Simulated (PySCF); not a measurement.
# `[SiH3]S[C@@H]1CCO[SiH2]1`: 4 charge schemes on one density

C3H10OSSi2.
Cartesian coordinates in Å at the GFN2-xTB level; atoms count from 1:
```xyz
17
C3H10OSSi2 angstrom
Si     2.9749    0.1955    0.3671
S      1.3095   -0.9740   -0.2685
C     -0.0716   -0.0355    0.5154
C     -1.3095   -0.9210    0.5844
C     -1.9940   -0.8217   -0.7764
O     -1.9338    0.5177   -1.2210
Si    -0.6851    1.3754   -0.6266
H      4.1146   -0.5078   -0.1914
H      2.8224    1.5552   -0.1414
H      2.9766    0.2109    1.8276
H      0.2688    0.2417    1.5112
H     -1.9791   -0.5232    1.3507
H     -1.0671   -1.9562    0.8250
H     -3.0459   -1.1130   -0.7325
H     -1.4761   -1.4544   -1.5033
H      0.2655    1.7110   -1.6762
H     -1.1772    2.5114    0.1460
```

Density: PBE0/pcSseg-1 (PySCF); schemes: Mulliken, IAO, Hirshfeld and ESP-fitted. One conformer (not necessarily the lowest) at the GFN2-xTB geometry, without solvent, vibrations or thermal averaging.

Atoms with like bonding are taken together and averaged. For which atoms does the sign change between the 4 schemes (beyond +0.03 e in one, beyond −0.03 e in another)?

C5.

Do the Mulliken, IAO, Hirshfeld and ESP-fitted schemes agree on where the charge is highest?

All schemes agree: Mulliken Si7 (+0.898); IAO Si7 (+0.997); Hirshfeld Si7 (+0.389); ESP-fitted Si7 (+0.696).

Do the Mulliken, IAO, Hirshfeld and ESP-fitted schemes agree on where the charge is lowest?

The schemes don't all agree: Mulliken C3 (-0.679); IAO O6 (-0.654); Hirshfeld O6 (-0.240); ESP-fitted O6 (-0.463).

What partial charge does each atom carry?

In e; atoms taken as equivalent share a row and are averaged (×n: the atom named and its like, n in all):

| atom | environment | Mulliken | IAO | Hirshfeld | ESP-fitted |
| --- | --- | --- | --- | --- | --- |
| Si1 | SiH3 silicon | +0.471 | +0.547 | +0.294 | +0.312 |
| S2 | sulfur bonded to C and Si | -0.243 | -0.197 | -0.089 | -0.281 |
| C3 | sp3 carbon bound to sulfur | -0.679 | -0.468 | -0.117 | -0.281 |
| C4 | ring CH2 carbon | -0.210 | -0.272 | -0.079 | -0.120 |
| C5 | sp3 carbon bound to oxygen | +0.107 | -0.052 | +0.005 | +0.097 |
| O6 | silyl ether oxygen | -0.621 | -0.654 | -0.240 | -0.463 |
| Si7 | oxygen-bound silicon | +0.898 | +0.997 | +0.389 | +0.696 |
| H8/H9/H10 | Si–H hydrogen | -0.070 | -0.115 | -0.070 | -0.051 |
| H11 | methine hydrogen | +0.179 | +0.149 | +0.035 | +0.144 |
| H12 | methylene hydrogen | +0.139 | +0.144 | +0.047 | +0.092 |
| H13 | methylene hydrogen | +0.146 | +0.153 | +0.043 | +0.082 |
| H14 | methylene hydrogen | +0.127 | +0.149 | +0.048 | +0.065 |
| H15 | methylene hydrogen | +0.120 | +0.135 | +0.034 | +0.074 |
| H16 | Si–H hydrogen | -0.102 | -0.136 | -0.076 | -0.124 |
| H17 | Si–H hydrogen | -0.121 | -0.150 | -0.082 | -0.141 |

Mean size of the charges over all atoms: IAO 0.268 e, Mulliken 0.257 e, ESP-fitted 0.184 e, Hirshfeld 0.105 e. Each set sums to the total charge, 0, to within 0.001 e. The Hirshfeld scheme divides the density at each point in proportion to the densities of the neutral, spherically averaged free atoms.

Some averages cover members that differ in this geometry: H8/H9/H10, ESP-fitted -0.067 to -0.020; H8/H9/H10, IAO -0.124 to -0.097 e.

How many electrons does the ESP-fitted scheme count on Si7?

Z − q = 14 − (+0.696) = 13.304.

How closely do the schemes follow one another over all atoms?

Correlation coefficient and root-mean-square difference: Mulliken with IAO 0.98, 0.077 e; IAO with Hirshfeld 0.98, 0.224 e; IAO with ESP-fitted 0.97, 0.133 e; Mulliken with ESP-fitted 0.97, 0.127 e; Hirshfeld with ESP-fitted 0.96, 0.120 e; Mulliken with Hirshfeld 0.93, 0.225 e.

Sum the charges by element, for elements with more than one atom.

| element | atoms | Mulliken | IAO | Hirshfeld | ESP-fitted |
| --- | --- | --- | --- | --- | --- |
| Si | 2 | +1.369 | +1.544 | +0.683 | +1.008 |
| C | 3 | -0.782 | -0.792 | -0.190 | -0.304 |
| H | 10 | +0.276 | +0.100 | -0.163 | +0.040 |
